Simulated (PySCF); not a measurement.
# Worked example: oscillator strength and radiative lifetime

dibromo(difluoro)methane (CBr₂F₂), SMILES FC(F)(Br)Br.

The structure is a stationary point at PBE-D3(BJ)/def2-SVP.

PySCF with TDA-LC-ωPBE/def2-SVPD puts the first singlet state with f over 0.02 at 8.14 eV (vertical), with the transition dipole (-1.297, 0.000, 0.000) in atomic units.

Problem. Find the oscillator strength, the wavelength and the radiative lifetime that this transition would have in vacuum if emission retraced absorption.

Solution. 
|μ|² = 1.6822 au, so |μ| = 3.30 D. ΔE = 8.14/27.211 = 0.2991 hartree. f = (2/3) ΔE |μ|² = 0.335 (the program prints 0.335).
λ = 1239.84/8.14 = 152 nm; ν = 65653 cm⁻¹.
Einstein's coefficient A = 0.6670 ν² f s⁻¹ (ν in cm⁻¹) = 9.6e8 s⁻¹, so τ = 1/A = 1.0 ns. This state is S6; the lower singlets have f = 0.011, 0.000, 0.001, 0.000, 0.000. The figure is the radiative limit of this one transition; relaxation, internal conversion, crossing to triplets and a medium change what is measured.
